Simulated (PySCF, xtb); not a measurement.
CH6ClFOSi2, SMILES C[SiH2][Si@](O)(F)Cl. One conformer was computed; it need not be the lowest.

Harmonic wavenumbers (cm⁻¹) from xtb with GFN2-xTB at its own minimum, in rising order: 13, 78, 102, 143, 153, 198, 208, 236, 302, 400, 421, 546, 567, 663, 748, 754, 786, 799, 815, 836, 918, 1365, 1475, 1479, 2193, 2207, 3028, 3033, 3044, 3599.

What does B3LYP-D3(BJ)/def2-SVP (PySCF) give at its own minimum? (The exact figures need the calculation; the answer reports its results.)

38, 84, 115, 167, 181, 230, 251, 269, 326, 432, 458, 561, 623, 676, 711, 785, 861, 891, 906, 940, 951, 1270, 1435, 1440, 2217, 2222, 3036, 3133, 3134, 3850. Paired by order, the mean absolute difference is 50 cm⁻¹ and the zero-point energies are 44.5 and 46.0 kcal/mol.
